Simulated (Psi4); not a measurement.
Cl3Zr, charge +1, singlet, at a GFN2-xTB geometry (such geometries of metal compounds can be far from the true shape) (the multiplicity is a formal guess) (core potentials on Zr), with bond 3-1 at 1.3 times its length; BLYP/def2-SV(P) (Psi4).

Psi4 was given this input:
```
memory 2 GB

molecule {
1 1
Zr    0.15875433    0.51056675    0.33588799
Cl    1.74782318   -0.70230034   -0.68954777
Cl   -1.21938906   -1.71947050    1.62362863
Cl   -1.22000682    0.70581332   -1.42723463
}

set {
  basis def2-sv(p)
  level_shift 0.3
}

energy('blyp')
print_variables()
```

The log (banner, timings and long lists left out):

```
   => Loading Basis Set <=

    Name: DEF2-SV(P)
    Role: ORBITAL
    Keyword: BASIS

    !!!  WARNING: ECP capability is in beta. Please check occupations closely.  !!!

         ---------------------------------------------------------
                                   SCF
               by Justin Turney, Rob Parrish, Andy Simmonett
                          and Daniel G. A. Smith
                              RKS Reference
         ---------------------------------------------------------

  ==> Geometry <==

    Molecular point group: c1
    Full point group: C1

    Geometry (in Angstrom), charge = 1, multiplicity = 1:

       Center              X                  Y                   Z               Mass
    ------------   -----------------  -----------------  -----------------  -----------------
         ZR           0.209627898778     0.582958441933     0.269398573771    89.904697700000
         CL           1.798696748778    -0.629908648067    -0.756037186229    34.968852682000
         CL          -1.168515491222    -1.647078808067     1.557139213771    34.968852682000
         CL          -1.169133251222     0.778205011933    -1.493724046229    34.968852682000

  Running in c1 symmetry.

  Rotational constants: A =      0.06287  B =      0.04628  C =      0.03423 [cm^-1]
  Rotational constants: A =   1884.85435  B =   1387.48434  C =   1026.17898 [MHz]
  Nuclear repulsion =  256.962082147045180

  Charge       = 1
  Multiplicity = 1
  Electrons    = 62
  Nalpha       = 31
  Nbeta        = 31

  ==> Algorithm <==

  SCF Algorithm Type is DF.
  DIIS enabled.
  MOM disabled.
  Fractional occupation disabled.
  Guess Type is SAD.
  Energy threshold   = 1.00e-06
  Density threshold  = 1.00e-06
  Integral threshold = 1.00e-12

  ==> Primary Basis <==

  Basis Set: DEF2-SV(P)
    Blend: DEF2-SV(P)
    Number of shells: 34
    Number of basis functions: 78
    Number of Cartesian functions: 83
    Spherical Harmonics?: true
    Max angular momentum: 2

  Core potential: DEF2-SV(P)
    Number of shells: 4
    Number of ECP primitives: 14
    Number of ECP core electrons: 28
    Max angular momentum: 3

  ==> DFT Potential <==

   => LibXC <=

    Version 7.1.2
    S. Lehtola, C. Steigemann, M. J. T. Oliveira, and M. A. L. Marques,  SoftwareX 7, 1–5 (2018) (10.1016/j.softx.2017.11.002)

   => Composite Functional: BLYP <=

    BLYP GGA Exchange-Correlation Functional

    P.J. Stephens et. al., J. Phys. Chem., 98, 11623-11627, 1994
    B. Miehlich et. al., Chem. Phys. Lett., 157(3), 200-206 1989

    Deriv               =              1
    GGA                 =           TRUE
    Meta                =          FALSE

    Exchange Hybrid     =          FALSE
    MP2 Hybrid          =          FALSE

   => Exchange Functionals <=

    1.0000     XC_GGA_X_B88

   => Correlation Functionals <=

    1.0000     XC_GGA_C_LYP

   => LibXC Density Thresholds  <==

    XC_GGA_C_LYP:  1.00E-14
    XC_GGA_X_B88:  1.00E-15

   => Molecular Quadrature <=

    Radial Scheme          =       TREUTLER
    Pruning Scheme         =           NONE
    Nuclear Scheme         =       TREUTLER

    Blocking Scheme        =         OCTREE
    BS radius alpha        =              1
    Pruning alpha          =              1
    Radial Points          =             75
    Spherical Points       =            302
    Total Points           =          87535
    Total Blocks           =            765
    Max Points             =            255
    Max Functions          =             72
    Weights Tolerance      =       1.00E-15

   => Loading Basis Set <=

    Name: (DEF2-SV(P) AUX)
    Role: JKFIT
    Keyword: DF_BASIS_SCF

  ==> Integral Setup <==

  SCF_SUBTYPE=INCORE selected. In-core MEM_DF algorithm will be used.
  Using in-core AOs.

  ==> MemDFJK: Density-Fitted J/K Matrices <==

    J tasked:                   Yes
    K tasked:                    No
    wK tasked:                   No
    Algorithm:                 Core
[...]

   @DF-RKS iter SAD: -1426.77960611111462   -1.42678e+03   0.00000e+00
   @DF-RKS iter   1: -1426.84766947615503   -6.80634e-02   6.87687e-03 ADIIS/DIIS
   @DF-RKS iter   2: -1416.21657577451515    1.06311e+01   4.08234e-02 ADIIS/DIIS/SHIFT
   @DF-RKS iter   3: -1419.16310063963738   -2.94652e+00   3.59608e-02 ADIIS/DIIS/SHIFT
   @DF-RKS iter   4: -1421.03598447363561   -1.87288e+00   3.31520e-02 ADIIS/DIIS/SHIFT
   @DF-RKS iter   5: -1422.47766034117603   -1.44168e+00   2.98181e-02 ADIIS/DIIS/SHIFT
   @DF-RKS iter   6: -1423.63554917481611   -1.15789e+00   2.64767e-02 ADIIS/DIIS/SHIFT
   @DF-RKS iter   7: -1423.88504957189230   -2.49500e-01   2.54792e-02 ADIIS/DIIS/SHIFT
   @DF-RKS iter   8: -1424.09312031494187   -2.08071e-01   2.46142e-02 ADIIS/DIIS/SHIFT
   @DF-RKS iter   9: -1424.49997563425882   -4.06855e-01   2.27340e-02 ADIIS/DIIS/SHIFT
   @DF-RKS iter  10: -1425.36986278277527   -8.69887e-01   1.72094e-02 ADIIS/DIIS/SHIFT
   @DF-RKS iter  11: -1426.08797010794319   -7.18107e-01   1.06473e-02 ADIIS/DIIS/SHIFT
   @DF-RKS iter  12: -1426.57871015153546   -4.90740e-01   1.03605e-02 ADIIS/DIIS/SHIFT
   @DF-RKS iter  13: -1426.73036955771909   -1.51659e-01   7.53589e-03 ADIIS/DIIS
   @DF-RKS iter  14: -1427.00553715372348   -2.75168e-01   2.31331e-03 ADIIS/DIIS
   @DF-RKS iter  15: -1426.96226605838683    4.32711e-02   3.92973e-03 ADIIS/DIIS
   @DF-RKS iter  16: -1427.03107935534945   -6.88133e-02   8.71904e-04 ADIIS/DIIS
   @DF-RKS iter  17: -1427.03403690582513   -2.95755e-03   4.24373e-04 ADIIS/DIIS
   @DF-RKS iter  18: -1427.03486334581544   -8.26440e-04   1.34309e-04 ADIIS/DIIS
   @DF-RKS iter  19: -1427.03494501661476   -8.16708e-05   4.31652e-05 DIIS
   @DF-RKS iter  20: -1427.03494554539611   -5.28781e-07   3.97809e-05 DIIS
   @DF-RKS iter  21: -1427.03495315714144   -7.61175e-06   8.36091e-06 DIIS
   @DF-RKS iter  22: -1427.03495352669984   -3.69558e-07   4.64196e-07 DIIS
  Energy and wave function converged.

  ==> Post-Iterations <==

   Electrons on quadrature grid:
      Ntotal   =   62.0000082456 ; deviation = 8.246e-06

    Orbital Energies [Eh]
    ---------------------

    Doubly Occupied:

[...]
      31A     -0.416041

    Virtual:

[...]
    Final Occupation by Irrep:
              A
    DOCC [    31 ]
    NA   [    31 ]
    NB   [    31 ]

  @DF-RKS Final Energy: -1427.03495352669984

   => Energetics <=

    Nuclear Repulsion Energy =            256.9620821470451801
    One-Electron Energy =               -2484.3434151922460842
    Two-Electron Energy =                 890.6377227996085821
    DFT Exchange-Correlation Energy =     -90.2913432811076717
    Empirical Dispersion Energy =           0.0000000000000000
    VV10 Nonlocal Energy =                  0.0000000000000000
    Total Energy =                      -1427.0349535266998373

Computation Completed

Properties will be evaluated at   0.000000,   0.000000,   0.000000 [a0]

Properties computed using the SCF density matrix

 Multipole Moments:

 ------------------------------------------------------------------------------------
     Multipole            Electronic (a.u.)      Nuclear  (a.u.)        Total (a.u.)
 ------------------------------------------------------------------------------------

 L = 1.  Multiply by 2.5417464519 to convert [e a0] to [Debye]
 Dipole X            :         13.4947170          -12.5603465            0.9343705
 Dipole Y            :         37.1684461          -34.9293202            2.2391259
 Dipole Z            :         16.6566323          -16.1416464            0.5149859
 Magnitude           :                                                    2.4803111

 ------------------------------------------------------------------------------------

  Variable Map:
  ----------------------------------------------------------------------------
[...]
  Array Variable Map:
  ----------------------------------------------------------------------------
[...]
[...]
```
